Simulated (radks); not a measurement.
Results of a calculation; reference values are marked as such.
Numerical settings for the lead ion Pb4+, [Xe] 4f14 5d10. Code: a radial shooting solver on a logarithmic mesh with Libxc functionals. Model: scalar-relativistic Kohn-Sham, r2SCAN, spin-polarised, spherical densities, finite nucleus; meta-GGA in the generalised Kohn-Sham scheme; Fermi nuclear charge, rms radius 5.5012 fm. The defaults (mesh step 0.008 in ln r, mesh end at 40 bohr or more with all orbitals vanishing there, Anderson mixing 0.5 over 9 steps, residual threshold near 1e-9 with the energy settled to 1e-9 hartree or 1e-11 of itself, here a cap of 58 iterations) give E = -20875.032 hartree and 5d at -62.148 eV in 11 iterations. Run on one thread of a shared host, so times are rough (Arm Neoverse V2): 0.22 s of CPU time, 0.22 s wall, 11 iterations on 2189 mesh points. Changes against that run (0 stands for a change within the tolerance of the run):

| setting | iterations | converged | E (mhartree) | e(5d) (meV) | CPU (s) |
|---|---|---|---|---|---|
| mesh step in ln r 0.003 | 12 | yes | 0 | +0.0148 | 0.6 |
| mesh step in ln r 0.03 | 11 | yes | -1.22 | 0 | 0.07 |
| mesh step in ln r 0.2 | 4 | no | diverged | - | 0.02 |
| mesh end (bohr) 2 | 10 | yes | +4.43e+03 | +2.6e+04 | 0.19 |
| mesh end (bohr) 1 | 11 | level above zero | +2.04e+05 | +4.79e+05 | 0.19 |
| residual threshold 1e-05 | 11 | yes | 0 | 0 | 0.22 |
| residual threshold 0.1 | 11 | yes | 0 | 0 | 0.22 |
| mixing 2.5 | 14 | yes | 0 | +0.0298 | 0.27 |
| linear mixing, mixing 0.05 | 58 | no | +49.2 | -1.13e+03 | 1.1 |
| linear mixing, mixing 0.5 | 22 | yes | +0.00176 | -0.0504 | 0.36 |
| mixing history 20 | 11 | yes | 0 | 0 | 0.22 |
| iteration cap 3 | 3 | no | +373 | -1.72e+03 | 0.07 |

Settled on a wrong energy, with an occupied level pushed above zero by the early mesh end: mesh end (bohr) 1 (+204 hartree). Apart from these: settings that end as converged yet miss the energy by more than 1 mhartree: mesh step in ln r 0.03 (-0.00122 hartree); mesh end (bohr) 2 (+4.43 hartree). A mesh that ends early acts as a hard wall.
